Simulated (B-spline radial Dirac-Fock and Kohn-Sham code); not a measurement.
In the model described below, an M4 (3d3/2) vacancy in tin as Sn⁴⁺, 1s2 2s2 2p6 3s2 3p6 3d10 4s2 4p6 4d10, lives for 1.3 fs, which corresponds to a natural width of 0.503 eV. Out of 1000 such holes, about 0.30 decay by emitting a photon and the rest by ordinary Auger emission. The strongest X-ray line is Mζ2 (M4-N2) at 392.2 eV, with 86 % of the radiative rate. The strongest electron group is M4-N4N5 near 376 eV, with 32 % of the non-radiative rate.

The run's input, task.json:

```json
{"items": [{
  "Z": 50,
  "q": 4,
  "cfg": [[1, 0, 2], [2, 0, 2], [2, 1, 6], [3, 0, 2], [3, 1, 6], [3, 2, 10], [4, 0, 2], [4, 1, 6], [4, 2, 10]],
  "A": 120,
  "rrms": 4.6519,
  "do": ["binding", "quiet", "decay"],
  "holes": ["K", "L1", "L2", "L3", "M1", "M2", "M3", "M4", "M5", "N1", "N2", "N3", "N4", "N5"]
}]}
```

Command: `python xray_run.py task.json out`

Model: independent-particle radiative and Coulomb Auger rates from relativistic LDA hole-state orbitals, with Dirac-Fock energies. Program: an atomic code on a B-spline grid.

Values without a named source are computed, but for edge energies of neutral atoms, which are taken from tables.
